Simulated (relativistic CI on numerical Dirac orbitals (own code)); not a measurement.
# What each ingredient does to the levels of Tc XXXV

Base calculation: Dirac-Coulomb-Breit CI, separate exchange-only KLI orbitals for each configuration, QED by a radiative potential, unscaled Slater integrals.

CI space (outside the closed core 1s2): 2s2.2p5, 2s.2p6, 2p6.3s, 2p6.3p, 2p6.3d, 2s2.2p4.3s, 2s2.2p4.3p, 2s2.2p4.3d, 2s.2p5.3s, 2s.2p5.3p, 2s.2p5.3d, 2s2.2p4.4s, 2s2.2p4.4p, 2s2.2p4.4d, 2s2.2p4.4f, 2s.2p5.4s, 2s.2p5.4p, 2s.2p5.4d, 2s.2p5.4f, 2s2.2p3.3s2, 2s2.2p4.5s, 2s2.2p3.3s.3p, 2s2.2p4.5p, 2s2.2p4.5d, 2s2.2p4.5f, 2s2.2p4.5g, 2s2.2p3.3p2, 2s2.2p3.3s.3d, 2s2.2p3.3p.3d, 2s.2p4.3s2, 2s2.2p3.3d2, 2s.2p4.3s.3p, 2s.2p5.5s, 2s.2p4.3p2, 2s.2p4.3s.3d, 2s.2p5.5p. Levels of other configurations are missing.

The lowest level and the first level of each name with at least 55 % of one term (blank where a level has no safe partner in the second run):

| Level | Base (eV) | Shift (eV) |
| --- | --- | --- |
| 2s2.2p5 2P°_3/2 | 0.00 | 0.00 |
| 2s2.2p5 2P°_1/2 | 121.97 | 0.00 |
| 2s.2p6 2S_1/2 | 349.86 | +0.12 |
| 2s2.2p4.3s 4P_5/2 | 2595.83 | +0.34 |
| 2s2.2p4.3s 2P_3/2 | 2601.73 | +0.24 |
| 2s2.2p4.3s 2S_1/2 | 2624.92 | +0.20 |
| 2s2.2p4.3p 2P°_1/2 | 2683.23 | +0.21 |
| 2s2.2p4.3p 4D°_7/2 | 2691.98 | +0.30 |
| 2s2.2p4.3s 4P_3/2 | 2714.96 | +0.49 |
| 2s2.2p4.3s 2P_1/2 | 2719.88 | +0.41 |
| 2s2.2p4.3s 2D_5/2 | 2730.17 | +0.43 |
| 2s2.2p4.3s 2D_3/2 | 2732.68 | +0.39 |
| 2s2.2p4.3d 2F_7/2 | 2774.87 | +0.24 |
| 2s2.2p4.3d 4F_9/2 | 2775.57 | +0.25 |

At this charge energies of transitions that change n are usually good to better than 1 %, and those within a shell (Δn = 0) to a few per cent.

Problem. One thing was changed in a second run, which moved the levels as shown. Which?
A. QED terms removed
B. one mean potential for all configurations
C. configuration mixing switched off
D. Breit term removed
E. valence Slater integrals scaled by 0.9

Solution. B. One mean potential for all configurations. One potential for all configurations removes the relaxation of the orbitals, which moves whole configurations and changes the integrals a little.

LS names give the leading component of a level, which can be under half, so a name can repeat, a term be missing and a line seem to break the LS rules.
